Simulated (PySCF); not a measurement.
CH₄Al, SMILES [AlH+][CH3], charge +1.

Geometry optimised at PBE0-D3(BJ)/def2-TZVP. The spin state was assumed, not searched. The isomer is the one that the SMILES or the coordinates give; other isomers of the formula were not compared.

Method: HF/def2-TZVPD run with PySCF.

The total energy comes out as -281.86510 hartree. The point group is C3v and the highest occupied level is -17.85 eV. The lowest empty level is -4.42 eV, the orbital gap is 13.43 eV and the dipole moment about the centre of nuclear charge comes out as 1.86 D. The mean static polarisability is 30.9 bohr³ (4.58 Å³) and the polarisability, principal values comes out as 26.4, 26.4, 40.0 bohr³.
